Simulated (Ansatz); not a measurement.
`O[SiH]([SiH3])Cl` + H₂O → `O[SiH](O)[SiH3]` + HCl at 298.15 K and 1 bar (formal hydrolysis of the Si–Cl bond).

Isolated molecules relaxed with PBE0-D4/def2-TZVP in Ansatz; ΔE leaves out vibrations. CBS: MP2 limit from def2 TZ/QZ plus the TZ coupled-cluster correction, frozen cores. This one scheme is used for every species. Each species was taken in one conformer, which may not be the lowest.

| species | CCSD(T)/CBS energy (Eh) | H − E (kJ/mol) | S (J/(mol·K)) |
| --- | --- | --- | --- |
| `O[SiH]([SiH3])Cl` | -1116.20942 | 151.6 | 352.2 |
| H₂O | -76.37941 | 66.4 | 188.7 |
| `O[SiH](O)[SiH3]` | -732.20558 | 185.2 | 346.4 |
| HCl | -460.38127 | 26.6 | 186.8 |

H − E and S are ideal-gas, rigid-rotor, harmonic terms from PBE0-D4/def2-TZVP, for one conformer and one mirror image of each species. 1 Eh = 2625.50 kJ/mol, R = 8.31446 J/(mol·K).

Task: By hand: ΔE, ΔH, ΔS and ΔG.

Result: ΔE = (-732.20558) + (-460.38127) − (-1116.20942) − (-76.37941) = 0.00198 Eh = 5.2 kJ/mol. Δ(H − E) = 185.2 + 26.6 − 151.6 − 66.4 = -6.2, so ΔH = -1.0 kJ/mol. ΔS = 346.4 + 186.8 − 352.2 − 188.7 = -7.7 J/(mol·K). ΔG = -1.0 − 298.15 × (-7.7)/1000 = 1.3 kJ/mol.

Task: By hand: the equilibrium constant, and the temperature at which ΔG would vanish if ΔH and ΔS stayed fixed.

Result: log₁₀ K = −ΔG/(RT ln 10) = -0.2. ΔG = 0 at ΔH/ΔS = 130 K, though so small a ΔH makes that figure unsure.

TΔS isn't small against ΔH here. The sign of ΔG lies within the doubt. A doubt of 5 kJ/mol in ΔE shifts log₁₀ K by 0.9 here. Other conformers and mirror images would add mixing entropy, several J/(mol·K) or more a flexible species. These are equilibria of isolated gas molecules and say nothing of rates. Largest T1 diagnostic: 0.013 (customary marks: 0.02 for closed shells, 0.045 for open ones).
